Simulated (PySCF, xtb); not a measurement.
C3H8Si. Atoms are numbered in the order given.

```xyz
12

C      1.3352    -0.1831     0.0000
C      0.3986     0.1530    -1.2047
Si    -1.0615    -0.0565     0.0000
C      0.3986     0.1530     1.2047
H      2.2972     0.3568     0.0000
H      1.5711    -1.2600     0.0000
H      0.5078     1.2057    -1.5137
H      0.5057    -0.4810    -2.0965
H     -1.6500    -1.4296     0.0000
H     -2.1781     0.9372     0.0000
H      0.5078     1.2057     1.5137
H      0.5057    -0.4810     2.0965
```

Coordinates come from a B3LYP-D3(BJ)/def2-SVP optimisation.

Calculation: IEF-PCM-B3LYP/def2-SVP (PySCF).

The values are the electrostatic part of the solvation free energy, E(continuum) − E(gas) at the gas-phase geometry, in a cavity of scaled van der Waals radii (PySCF's table); cavitation and dispersion terms are not included. In vacuum the orbital gap is 8.32 eV. The dipole moment in vacuum is 0.42 D.

Question: Estimate the values in water (ε = 78.36), toluene (ε = 2.37), chloroform (ε = 4.71). (The exact figures need the calculation; the answer reports its results.)

Answer: 
```
solvent         ε  ΔG(elec) (kcal/mol)  dipole (D)  gap (eV)
----------  -----  -------------------  ----------  --------
water       78.36                 -0.5        0.58      8.29
toluene      2.37                 -0.2        0.49      8.30
chloroform   4.71                 -0.4        0.53      8.30
```

For comparison, GFN2-xTB/ALPB(water) (xtb, at the GFN2-xTB geometry, all terms of that model) gives 0.4 kcal/mol.
